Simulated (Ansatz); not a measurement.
Stepwise reaction of `[F][Sn]([F])([SH])[SH]` with hydrogen fluoride, as a gas-phase model of exchange steps in deposition or etching. ΔE in kJ/mol.

Calculated with Ansatz (gas phase, PBE0-D4/def2-TZVP geometries, no zero-point term in ΔE). CCSD(T)/CBS adds triple-zeta CCSD(T) − MP2 to the extrapolated MP2 energy (def2 sets, frozen cores). This one scheme is used for every species. DFT in def2-TZVPP. B3LYP here is the variant with VWN-RPA as its local correlation; programs differ in this. Elements past krypton have def2 core potentials. For Sn outer-core shells are correlated without core-valence functions, which leaves a few kJ/mol of doubt a bond. One conformer a species, not always the lowest.

| step | reaction | PBE-D4 | B3LYP-D4 | ωB97M-V | CCSD(T)/CBS |
| --- | --- | --- | --- | --- | --- |
| 1 | `[F][Sn]([F])([SH])[SH]` + H–F → `[F][Sn]([F])([F])[SH]` + H₂S | 23.7 | 19.1 | 17.5 | 23.4 |
| 2 | `[F][Sn]([F])([F])[SH]` + H–F → `[F][Sn]([F])([F])[F]` + H₂S | 37.4 | 34.0 | 31.3 | 36.0 |

Question: By hand: ΔE of the 2 steps together at CCSD(T)/CBS.

Answer: (23.4) + (36.0) = 59.4 kJ/mol, or 29.7 kJ/mol a step.

In ΔE each step is higher than the one before. All are uphill at CCSD(T)/CBS. PBE-D4 differs from CCSD(T)/CBS by 0.3 to 1.4 kJ/mol a step. Isolated molecules leave out the surface, adducts and barriers. Largest T1 diagnostic: 0.015.
